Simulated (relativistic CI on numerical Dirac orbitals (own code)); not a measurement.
## Hyperfine structure of Ge XII, mass number 73

Calculated at this level of theory: Dirac-Coulomb-Breit CI, orbitals from a KLI potential per configuration, a model potential for QED, unscaled Slater integrals (own radial code, finite nucleus).

CI space (outside the closed core [Ne]): 3s²3p⁶3d³, 3s²3p⁵3d⁴, 3s3p⁶3d⁴, 3s²3p⁶3d²4s, 3s²3p⁶3d²4p, 3s²3p⁶3d²4d, 3s²3p⁶3d²4f, 3s²3p⁶3d4s4p, 3s²3p⁵3d³4s, 3s²3p⁶3d²5s, 3p⁶3d⁵, 3p⁵3d⁶, 3s²3p⁶3d4s², 3s²3p⁶4s²4p, 3s²3p⁶4s²4d, 3s²3p⁶4s²4f, 3s²3p⁶3d4p², 3s²3p⁶4s4p², 3s²3p⁶4p³, 3s²3p⁶4p²4d, 3s²3p⁶4p²4f, 3s²3p⁶3d4s4d, 3s²3p⁶4s4p4d, 3s²3p⁶4s4d², 3s²3p⁶4s4d4f. Double excitations out of closed p, d and f shells are left out; levels of such configurations are missing from the list, as are those of other unlisted configurations, and high levels can miss mixing partners. These lack a partner that the ground configuration has and come out too high: 3s²3p⁵3d³4s.

Nuclear spin I = 9/2, μ = -0.87824 μN, Q = -0.196 b (tables of Stone and Pyykkö). The electronic factors are computed for point nuclear moments, without core polarisation or the Bohr-Weisskopf and QED corrections.

```json
{"Level": "3s²3p⁶3d³ ⁴F3/2", "E (eV)": "0.0000", "A (MHz)": "-619.1", "B (MHz)": "145"}
{"Level": "3s²3p⁶3d³ ⁴F5/2", "E (eV)": "0.3121", "A (MHz)": "-380.9", "B (MHz)": "143"}
{"Level": "3s²3p⁶3d³ ⁴F7/2", "E (eV)": "0.6987", "A (MHz)": "-313.6", "B (MHz)": "196"}
{"Level": "3s²3p⁶3d³ ⁴F9/2", "E (eV)": "1.1302", "A (MHz)": "-301.5", "B (MHz)": "284"}
{"Level": "3s²3p⁶3d³ ⁴P1/2", "E (eV)": "4.4584", "A (MHz)": "324.7", "B (MHz)": ""}
{"Level": "3s²3p⁶3d³ ⁴P3/2", "E (eV)": "4.4830", "A (MHz)": "-303.4", "B (MHz)": "317"}
{"Level": "3s²3p⁶3d³ ²G7/2", "E (eV)": "4.8957", "A (MHz)": "-462.3", "B (MHz)": "-230"}
{"Level": "3s²3p⁶3d³ ⁴P5/2", "E (eV)": "4.9669", "A (MHz)": "-140", "B (MHz)": "-403"}
```

Levels with J = 0, under 50 % of one LS term, or S terms without an open s electron are left out. Small factors come from cancelling terms and can be off by tens of per cent or more.

At this charge energies of transitions that change n are usually good to better than 1 %, and those within a shell (Δn = 0) to a few per cent. Terms inside the open d or f shell come out 10 to 20 % too wide with unscaled integrals.

(1) Give the hyperfine levels of 3s²3p⁶3d³ ⁴F3/2 relative to its centre of gravity.

## Answers

(1) With K = F(F + 1) − I(I + 1) − J(J + 1), E = AK/2 + B[¾K(K + 1) − I(I + 1)J(J + 1)]/[2I(2I − 1)J(2J − 1)]: F = 3: 5174, F = 4: 2601, F = 5: -524.9, F = 6: -4143 MHz.

LS names give the leading component of a level, which can be under half, so a name can repeat, a term be missing and a line seem to break the LS rules.
